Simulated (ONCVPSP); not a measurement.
# Before and after: ONCV potential for Zr

ONCVPSP 4.0.1 input, shortened (lines: element, Z, core and valence counts, functional; n l f; lmax; l rc ep ncon nbas qcut; lloc lpopt rc5 dvloc0; l nproj debl; icmod fcfact rcfact), PBE, scalar-relativistic:

```
  Zr 40.00    6    3        4      upf
    1    0    2.00
    2    0    2.00
    2    1    6.00
    3    0    2.00
    3    1    6.00
    3    2   10.00
    4    0    2.00
    4    1    6.00
    4    2    1.00
    2
    0    1.70    0.00    3    6    7.40
    1    2.10    0.00    5    9    5.60
    2    2.75    0.00    4    9    6.90
    4    5    1.55    1.00
    0    2    3.50
    1    2    3.70
    2    3    2.20
    0    0.00    0.00
```

In the p channel the program set the typed energies aside and used -2.175, 0.050 Ha.

All-electron outer shells of the reference configuration (PBE, scalar-relativistic, ld1.x):

| shell | level (eV) | outermost node (bohr) | outermost maximum (bohr) |
| --- | --- | --- | --- |
| 4s | -81.55 | 0.55 | 1.08 |
| 4p | -59.17 | 0.56 | 1.17 |
| 4d | -28.20 | 0.58 | 1.49 |

Change: d: qcut 4.1.

Cutoffs: the cutoffs (Ha) at which the residual kinetic energy of the hardest occupied pseudo-wave falls to 1 and 0.1 mHa per electron; they do not see the model core or the augmentation charge, which bear on the density cutoff. Errors are all-electron minus pseudo energies relative to the spin-unpolarised reference configuration.

Task: Predict the effect on cutoff, ghosts and configuration errors.

Result: The potential gets harder (19 Ha and 22 Ha → 19 Ha and 36 Ha); of the 4 tests that both files solve, the error grows in 4 and shrinks in 0 by more than 15 % and 0.3 meV (median size 13.7 → 99.5 meV); neither file shows a bound ghost.

```tsv
quantity	base	changed
cutoff, loose	19 Ha	19 Ha
cutoff, tight	22 Ha	36 Ha
loose cutoff by channel	s 19 Ha, p 9.7 Ha, d 13 Ha	s 19 Ha, p 9.7 Ha, d 9.1 Ha
bound ghosts	none	none
GHOST(+) flags under 300 eV	none	none
error for 4s2 4p6 4d2 5s2, meV [ΔE -42.70 eV]	+8.9	+58
error for 4s2 4p6 4d2 5s1, meV [ΔE -35.57 eV]	+13	+88
error for 4s2 4p6 4d2, meV [ΔE -22.63 eV]	+15	+111
error for 4s2 4p5 4d2 5s2, meV [ΔE -4.71 eV]	-69	-163
s: phases at 1.72 bohr within 0.05 rad from the reference energy up to (Ha; the scan ends near 5)	to the end of the scan	to the end of the scan
p: phases at 2.13 bohr within 0.05 rad from the reference energy up to (Ha; the scan ends near 5)	to the end of the scan	to the end of the scan
d: phases at 2.79 bohr within 0.05 rad from the reference energy up to (Ha; the scan ends near 5)	to the end of the scan	to the end of the scan
```
